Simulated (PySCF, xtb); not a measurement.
ReF₆, SMILES [F][Re+]([F])([F])([F])([F])[F], charge +1, multiplicity 1.

Harmonic wavenumbers (cm⁻¹) from xtb with GFN2-xTB at its own minimum, in rising order: 210, 210, 210, 289, 290, 290, 326, 326, 326, 555, 555, 571, 668, 668, 668.

Problem. What does PBE-D3(BJ)/def2-SVP (PySCF 2.14.0) give at its own minimum? (The exact figures need the calculation; the answer reports its results.)

Solution. 144, 144, 144, 252, 252, 252, 325, 325, 325, 714, 714, 755, 762, 762, 762. Paired by order, the mean absolute difference is 73 cm⁻¹ and the zero-point energies are 8.8 and 9.5 kcal/mol.
